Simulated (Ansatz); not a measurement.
Si₂₈H₃₄, a nanocrystal cut from hexagonal silicon. The state is a singlet with charge 0. Geometry r2SCAN-D4/def2-SVP; atoms count from 1.

Cartesian coordinates in Å:
```
Si -1.613 -2.675 4.126
Si 0.726 -2.901 4.077
Si 1.050 0.912 4.522
Si 1.666 -0.941 3.186
Si -2.394 -2.414 1.926
Si -1.762 -4.292 0.632
Si -2.096 1.405 2.356
Si -0.180 2.447 3.236
Si -1.460 -0.451 1.034
Si 0.882 -0.662 0.989
Si -0.380 -3.611 -1.144
Si 1.533 -2.538 -0.299
Si 1.168 3.172 1.448
Si 1.807 1.319 0.124
Si 4.146 1.108 0.120
Si 2.916 -1.829 -2.064
Si 4.809 -0.765 -1.164
Si -3.287 2.951 1.042
Si -2.195 -0.188 -1.183
Si -1.550 -2.064 -2.479
Si -1.926 3.653 -0.745
Si -0.022 4.718 0.134
Si -1.286 1.795 -2.063
Si 1.055 1.566 -2.089
Si -0.205 -1.358 -4.276
Si 1.703 -0.307 -3.387
Si -2.037 2.052 -4.272
Si -1.407 0.185 -5.583
H -2.239 -3.880 4.761
H -1.972 -1.472 4.944
H 1.254 -3.147 5.457
H 1.085 -4.077 3.220
H 0.235 0.447 5.691
H 2.285 1.575 5.053
H 3.162 -1.058 3.151
H -3.889 -2.281 1.914
H -1.042 -5.285 1.492
H -2.992 -4.955 0.089
H -2.962 0.924 3.484
H -0.589 3.631 4.066
H 0.030 -4.783 -1.987
H 2.298 -3.483 0.584
H 2.407 3.816 2.001
H 4.640 0.969 1.527
H 4.743 2.355 -0.459
H 3.311 -3.011 -2.900
H 5.564 -1.729 -0.300
H 5.717 -0.320 -2.270
H -3.667 4.134 1.880
H -4.540 2.321 0.516
H -3.693 -0.084 -1.199
H -2.795 -2.714 -3.013
H -2.690 4.617 -1.607
H -0.438 5.885 0.978
H 0.845 5.223 -0.979
H 1.659 2.802 -2.692
H 0.209 -2.546 -5.093
H 2.574 0.180 -4.510
H -3.528 2.195 -4.277
H -1.448 3.301 -4.854
H -2.632 -0.474 -6.140
H -0.560 0.640 -6.732
```

Single mean-field runs in def2-SVP are fitted with def2-universal-jkfit.

(1) Estimate the Mulliken populations of the heavy atoms from the PBE0/def2-SVP orbitals of Ansatz.

(2) And the Mayer bond orders between heavy atoms (over 0.3)?

Answers

(1) 
```tsv
atom	charge (e)
Si1	0.08
Si2	0.08
Si3	0.14
Si4	-0.04
Si5	-0.04
Si6	0.13
Si7	0.00
Si8	-0.08
Si9	-0.19
Si10	-0.19
Si11	-0.05
Si12	0.03
Si13	0.01
Si14	-0.22
Si15	0.14
Si16	-0.06
Si17	0.10
Si18	0.11
Si19	0.07
Si20	-0.03
Si21	-0.02
Si22	0.11
Si23	-0.27
Si24	0.05
Si25	-0.06
Si26	-0.02
Si27	0.14
Si28	0.09
```
Mulliken values depend strongly on the basis.

(2) Si1–Si2 0.95 (2.35 Å); Si1–Si5 0.95 (2.35 Å); Si2–Si4 0.95 (2.35 Å); Si3–Si4 0.92 (2.37 Å); Si3–Si8 0.94 (2.35 Å); Si4–Si10 0.93 (2.35 Å); Si5–Si6 0.92 (2.37 Å); Si5–Si9 0.93 (2.35 Å); Si6–Si11 0.94 (2.35 Å); Si7–Si8 0.92 (2.35 Å); Si7–Si9 0.90 (2.37 Å); Si7–Si18 0.95 (2.35 Å); Si8–Si13 0.92 (2.35 Å); Si9–Si10 0.92 (2.35 Å); Si9–Si19 0.94 (2.35 Å); Si10–Si12 0.90 (2.37 Å); Si10–Si14 0.93 (2.35 Å); Si11–Si12 0.93 (2.35 Å); Si11–Si20 0.93 (2.35 Å); Si12–Si16 0.93 (2.35 Å); Si13–Si14 0.90 (2.37 Å); Si13–Si22 0.95 (2.35 Å); Si14–Si15 0.94 (2.35 Å); Si14–Si24 0.94 (2.35 Å); Si15–Si17 0.94 (2.37 Å); Si16–Si17 0.94 (2.35 Å); Si16–Si26 0.93 (2.35 Å); Si18–Si21 0.94 (2.35 Å); Si19–Si20 0.92 (2.37 Å); Si19–Si23 0.93 (2.35 Å); Si20–Si25 0.93 (2.35 Å); Si21–Si22 0.94 (2.35 Å); Si21–Si23 0.90 (2.37 Å); Si23–Si24 0.93 (2.35 Å); Si23–Si27 0.94 (2.35 Å); Si24–Si26 0.92 (2.37 Å); Si25–Si26 0.93 (2.35 Å); Si25–Si28 0.94 (2.35 Å); Si27–Si28 0.94 (2.37 Å).
